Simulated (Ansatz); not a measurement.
`[GeH3][SiH2][SiH2][GeH3]`. Charge 0, multiplicity 1.

Z-matrix (Å, degrees):
```
Ge
Si 1 2.380
H 1 1.538 2 110.1
H 1 1.538 2 111.2 3 120.2
H 1 1.538 2 110.3 3 -119.3
Si 2 2.335 1 109.7 3 62.9
H 2 1.490 1 109.0 3 -56.7
H 2 1.490 1 109.6 3 -175.1
Ge 6 2.380 2 109.7 1 -55.7
H 6 1.490 2 110.9 1 -177.0
H 6 1.490 2 109.3 1 63.7
H 9 1.538 6 110.3 2 -56.1
H 9 1.538 6 110.1 2 63.2
H 9 1.538 6 111.2 2 -176.5
```

(1) List the harmonic frequencies (cm⁻¹, unscaled) at PBE0-D4/def2-TZVP in Ansatz. (An estimate is asked.)

(2) Is this a minimum?

(3) Give the ideal-gas thermochemistry at 298.15 K and 1 bar (rigid rotor, harmonic oscillator; point group C2, symmetry number 2).

Results:

(1) Computed: 22, 63, 67, 102, 111, 308, 322, 347, 358, 420, 421, 460, 492, 533, 634, 670, 682, 739, 803, 806, 882, 882, 883, 884, 909, 928, 2142, 2144, 2149, 2150, 2151, 2154, 2200, 2205, 2212, 2217.

(2) Yes, all 36 modes are real.

(3) Zero-point energy 212.0 kJ/mol; H(298) − E = 242.2 kJ/mol; entropy 436.3 J/(mol·K), of which translation 175.6, rotation 122.0, vibration 138.7; G(298) − E = 112.1 kJ/mol. Modes under 100 cm⁻¹ are hindered rotations or soft bends, so the harmonic entropy is rough.
